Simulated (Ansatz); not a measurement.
Z-matrix (Å, degrees):
```
Al
O 1 1.9591
H 2 0.9707 1 110.30
H 2 0.9707 3 108.03 1 120.60
Cl 1 2.0982 2 106.31 3 -120.03
Cl 1 2.1199 2 95.92 3 119.02
Cl 1 2.1200 2 95.91 3 0.88
```
Charge 0, spin multiplicity 1.

These are frozen-core CCSD(T)/cc-pVTZ // PBE0-D3(BJ)/def2-SVP (Ansatz, a quantum-chemistry and plane-wave program) values and carry that method's errors.

The HF energy is -1696.81796 Ha and the MP2 correlation energy comes out as -0.89140 Ha.

Q: Estimate the CCSD correlation energy, the (T) correction, the total energy and the T1 diagnostic.

A: 
```yaml
CCSD correlation energy: -0.94225 Ha
"(T) correction": -0.03616 Ha
CCSD(T) total energy: -1697.79638 Ha
T1 diagnostic: 0.008
```
